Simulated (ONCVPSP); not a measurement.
Transferability test, ONCV potential for gold (Au)

```
Element                 : Au
Generator               : ONCVPSP 4.0.1
Type                    : optimised norm-conserving Vanderbilt (ONCV)
Functional              : PBE
Relativity              : scalar-relativistic
Frozen core             : [Kr] 4d10 4f14
Valence charge          : 19
Reference configuration : 5s2 5p6 5d10 6s1
Partial waves           : 5s+6s: rc 1.30 bohr, ncon 3, nbas 6, qcut 7.5 1/bohr, 2 projectors; 5p: rc 1.25 bohr, ncon 3, nbas 7, qcut 5.5 1/bohr, 2 projectors, debl 3.3 Ha; 5d: rc 1.75 bohr, ncon 3, nbas 8, qcut 7.5 1/bohr, 2 projectors, debl 0.9 Ha; f scattering state at 0.07 Ha: rc 1.50 bohr, ncon 4, nbas 9, qcut 8.7 1/bohr, 3 projectors, debl 2.6 Ha
Local potential         : polynomial inside 1.10 bohr (lpopt 5, dvloc0 3 Ha)
Core correction         : Teter function, fcfact 6, rcfact 1.15
```

Energies are relative to the spin-unpolarised reference configuration 5s2 5p6 5d10 6s1; without spin polarisation the order of configurations can differ from experiment.

(1) Give the all-electron excitation energy and the error of the potential for: 5s2 5p6 5d10 6s0; 5s2 5p6 5d9 6s0; 5s2 5p6 5d8 6s0; 5s1 5p6 5d10 6s1.

Levels in the configuration 5s2 5p6 5d10 6s0:

| level | all-electron (eV) | pseudo (eV) |
| --- | --- | --- |
| 5s | -116.878 | -116.905 |
| 5p | -68.344 | -68.350 |
| 5d | -15.328 | -15.327 |

Note: ghosts flagged at negative energy: f at -30.7 eV; GHOST(+) flagged for s at 235.3 eV. A true bound ghost makes a file unfit for plane-wave use.

Answers

(1)

```csv
valence configuration,charge,ΔE all-electron (eV),error AE − PS (meV)
5s2 5p6 5d10 6s0,+1,9.409,-4.3
5s2 5p6 5d9 6s0,+2,30.617,-6.5
5s2 5p6 5d8 6s0,+3,64.495,-13
5s1 5p6 5d10 6s1,+1,115.232,-321
```
